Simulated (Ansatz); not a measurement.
Relaxation of FH₇O₂Si₃ (13 atoms, charge 0, multiplicity 1), to a largest force component of 0.02 eV/Å in at most 40 steps.

The calculation used RKS PBE-D4/def2-SVP in Ansatz 0.2.0.

```xyz
13
Properties=species:S:1:pos:R:3:forces:R:3
Si 0.000 0.000 0.000 1.11 -1.20 -0.34
H 0.000 0.000 1.460 -0.07 0.12 0.58
O 1.584 0.000 -0.559 -0.95 0.21 0.16
Si 2.491 -1.376 -0.887 -0.12 0.29 -0.11
H 1.660 -2.352 -1.586 -0.39 -0.59 -0.40
H 3.632 -1.020 -1.725 0.58 0.29 -0.40
H 2.969 -1.954 0.366 0.29 -0.34 0.74
F -0.749 1.297 -0.529 -0.49 0.98 -0.48
O -0.791 -1.371 -0.559 0.40 0.64 0.14
Si -1.673 -2.433 0.398 0.04 0.08 -0.39
H -1.263 -2.287 1.792 0.23 0.06 0.84
H -3.096 -2.132 0.276 -0.79 0.16 -0.06
H -1.426 -3.804 -0.040 0.18 -0.69 -0.28
```

Problem. Where does it end, and by what steps?

Solution. It converged. The force dipped under the threshold on the way, but the program's further checks kept it going. After 19 steps the energy has fallen by 0.326 eV; O9 moved furthest, 1.14 Å.

```csv
step,energy less start (eV),largest force component (eV/Å),accepted
0,0.0000,1.196,yes
1,-0.1682,0.707,yes
2,-0.2311,0.370,yes
3,-0.2811,0.175,yes
4,-0.2900,0.362,yes
5,-0.3034,0.156,yes
6,-0.3099,0.020,yes
7,-0.3066,0.323,no
8,-0.3133,0.146,yes
9,-0.3144,0.171,yes
10,-0.3213,0.039,yes
11,-0.3210,0.084,no
12,-0.3221,0.014,yes
13,-0.3239,0.057,yes
14,-0.3242,0.066,yes
15,-0.3258,0.009,yes
16,-0.3262,0.044,yes
17,-0.3260,0.085,no
18,-0.3245,0.289,no
19,-0.3265,0.005,yes
```

```xyz
13
Properties=species:S:1:pos:R:3
Si 0.099 -0.011 0.185
H 0.068 0.887 1.367
O 1.646 -0.151 -0.369
Si 2.615 -1.325 -1.094
H 1.906 -1.946 -2.266
H 3.866 -0.642 -1.560
H 2.961 -2.395 -0.097
F -0.833 0.644 -0.980
O -0.486 -1.518 0.525
Si -1.833 -2.516 0.645
H -2.188 -2.695 2.094
H -2.999 -1.915 -0.089
H -1.485 -3.848 0.046
```

Whether the end is a true minimum wasn't checked by a vibrational analysis.

Run time: 37 s on 4 threads of Arm Neoverse V1, on a shared host, peak memory 0.18 GiB.
